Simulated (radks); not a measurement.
The numbers below are computed, except where a source is named.
Task: Orbital eigenvalues (eV) of the phosphorus ion P9+, [He] 2s2 2p2, of relativity; Dirac values are averaged over j with weights 2j + 1. Spin-unpolarised spherical Kohn-Sham, BLYP, point nucleus unless stated (finite: rms radius 3.1889 fm), a radial shooting solver on a logarithmic mesh with Libxc functionals. A level marked "c x" has the speed of light scaled by that factor and shares open shells by 2j + 1; other Dirac levels either fill j = l - 1/2 first or share by 2j + 1.

shell  non-rel.
1s      -2415.1
2s      -431.78
2p      -394.12

Give the values at the level "Dirac, c x 100".

Result: 
shell  Dirac, c x 100  change of magnitude (%)
1s            -2415.1                    0.00
2s            -431.78                    0.00
2p            -394.12                    0.00
